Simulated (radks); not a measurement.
All-electron atom: Os IV in [Xe] 4f14 5d5. All-electron calculation, Dirac Kohn-Sham, exchange-only B88, spin-unpolarised, spherical densities, finite nucleus; open shells fill j = l - 1/2 first; Fermi nuclear charge, rms radius 5.4126 fm. Program: a radial shooting solver on a logarithmic mesh with Libxc functionals.

Spin-orbit splittings of the eigenvalues, e(l+1/2) - e(l-1/2), with zeta = 2 splitting/(2l+1) and mean radii in bohr:

shell	occ.	splitting (eV)	zeta (eV)	<r> j=l-1/2	<r> j=l+1/2
2p	6	1532	1021	0.06130	0.06949
3p	6	334.0	222.7	0.1835	0.1986
3d	10	72.36	28.94	0.1734	0.1781
4p	6	78.49	52.33	0.4357	0.4693
4d	10	14.54	5.815	0.4825	0.4938
4f	14	2.807	0.8021	0.5522	0.5604
5p	6	12.38	8.256	1.095	1.191
5d	5	1.248	0.4991	1.599	1.646
